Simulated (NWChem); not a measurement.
Molecule: CH9NSi2; SMILES C[SiH2]N[SiH3]

```xyz
13

C      0.7203     2.4136    -0.1499
Si    -0.5597     1.0481    -0.0217
N      0.1320    -0.4460     0.5607
Si     0.1117    -2.0343    -0.1483
H      1.5297     2.1319    -0.8407
H      0.2575     3.3434    -0.5176
H      1.1695     2.6310     0.8323
H     -1.6595     1.5226     0.8814
H     -1.1453     0.7448    -1.3622
H      0.5515    -0.3950     1.4866
H      1.4857    -2.6292    -0.1795
H     -0.4026    -1.9031    -1.5424
H     -0.7598    -2.9996     0.5965
```
Atoms are numbered in this order, from 1.

Computed with NWChem. Pople sets run with spherical d functions. The geometry was optimised at PBE0/def2-SVP. Not confirmed as a minimum by frequencies. Level r2SCAN/6-31G*: energy and gradient on several grids; changes count from the extra-fine grid, which is no exact limit either.

Question: Which is the coarsest grid (fine; medium; xcoarse; coarse; xfine) from which on the energy stays within 100 μHa and each gradient component within 200 μHa/bohr of xfine?

Answer: medium.
| grid | size of the energy change (μHa) | largest change of a gradient component (μHa/bohr) | time, medium = 1 (rough) |
|---|---|---|---|
| xcoarse | 6000 | 3000 | about 1 |
| coarse | 100 | 400 | about 1 |
| medium | 60 | 50 | about 1 |
| fine | < 10 | 50 | about 1 |
| xfine | < 10 | < 30 | 2 |
